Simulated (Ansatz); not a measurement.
Molecule: sum formula H4SiNO2, charge 0, multiplicity 2. It need not be the lowest isomer of its formula. SMILES: N[Si](O)O
Geometry from a B3LYP-D3(BJ)/def2-TZVP (Ansatz, a quantum-chemistry and plane-wave program) optimisation:
```
Si
O 1 1.6581
H 2 0.9607 1 116.45
O 1 1.6581 2 115.94 3 91.30
H 4 0.9607 1 116.45 2 -91.30
N 1 1.7058 2 104.19 3 -154.87
H 6 1.0070 1 121.18 2 42.05
H 6 1.0070 7 112.92 1 -155.92
```
Charge 0, spin multiplicity 2.

Parts of the frozen-core correlation energy in cc-pV(D+d)Z (Ansatz, hartree). Frozen orbitals: 8; correlated occupied orbitals by spin: 13 and 12; virtual: 64 and 65. Open shells are spin-unrestricted. No spin-orbit coupling. Non-relativistic.

```
term                            value
-------------------------  ----------
reference (HF)             -495.53293
MP2 opposite-spin            -0.46070
MP2 same-spin                -0.16452
CCSD correlation             -0.65015
(T)                          -0.01484
T1 diagnostic                   0.014
largest doubles amplitude       0.034
<S^2> of the reference          0.755
```
